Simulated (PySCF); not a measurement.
C5H6N2.
SMILES with atom numbers: `[N:1]#[C:2][C@H:3]1[CH2:4][CH:5]=[N:6][CH2:7]1`

Geometry (GFN2-xTB, Å), atoms numbered from 1 in this order:
```xyz
13
C5H6N2 angstrom
N     -2.1626   -1.5161   -1.4018
C     -1.4303   -1.0911   -0.6329
C     -0.5015   -0.5355    0.3137
C      0.9571   -0.6553   -0.1771
C      1.4089    0.7793   -0.1507
N      0.5502    1.6333    0.1810
C     -0.7095    1.0090    0.4654
H     -0.6436   -1.0371    1.2745
H      1.0217   -1.0558   -1.1916
H      1.5725   -1.2789    0.4725
H      2.4143    1.0702   -0.4077
H     -1.4554    1.3930   -0.2361
H     -1.0262    1.2855    1.4730
```

NICS = −σ at a ghost point: NICS(0) at the centroid of the ring atoms, NICS(1) 1 Å to either side along the normal of their mean plane, zz for the tensor component along that normal. Level: GIAO PBE0/pcSseg-1 (PySCF, non-relativistic, gas phase) on the GFN2-xTB geometry, one conformer.

Ring bond lengths (Å), with Mayer bond orders in brackets: C3–C4 1.544 (0.98), C4–C5 1.504 (0.99), C5–N6 1.256 (1.95), N6–C7 1.434 (1.02), C7–C3 1.566 (0.94).

Question: What do the NICS probes read (ppm)?

Answer: 
| ring | type | NICS(0) | NICS(1), two faces | NICS(1)zz, two faces | rms pucker (Å) | centre to ring atoms, mean (Å) |
| --- | --- | --- | --- | --- | --- | --- |
| C3–C4–C5–N6–C7 | 5-membered ring with N; formal bonds 1 double, 4 single | -2.3 | -3.5 / -4.2 | -5.0 / -6.9 | 0.02 | 1.24 |

Question: What can be read from them?

Answer: 
- C3–C4–C5–N6–C7: mean NICS(1)zz -5.9 ppm, shielded. C3, C4, C7 have four or more neighbours, so the value isn't read as a sign of a π ring current.

Question: At the first NICS(1) probe listed for ring C3–C4–C5–N6–C7, 1 Å off the ring, how large is the induced field along the normal in 1 T applied along it?

Answer: NICSzz × B0 = -5.0 ppm × 1 T = -5 μT, against the applied field.

Question: How shielded are the nuclei of the rings and their hydrogens (means over atoms taken as equivalent)?

Answer: 
```csv
atoms,environment,σ isotropic (ppm)
C3,sp3 carbon next to a nitrile,164.1
C4,ring CH2 carbon,138.5
C5,imine carbon,19.6
N6,imine nitrogen,-116.8
C7,sp3 carbon bound to nitrogen,113.5
H8,methine hydrogen,28.97
H9,methylene hydrogen,28.75
H10,methylene hydrogen,28.67
H11,hydrogen on a C=N carbon,24.38
H12,methylene hydrogen,27.11
H13,methylene hydrogen,26.96
```
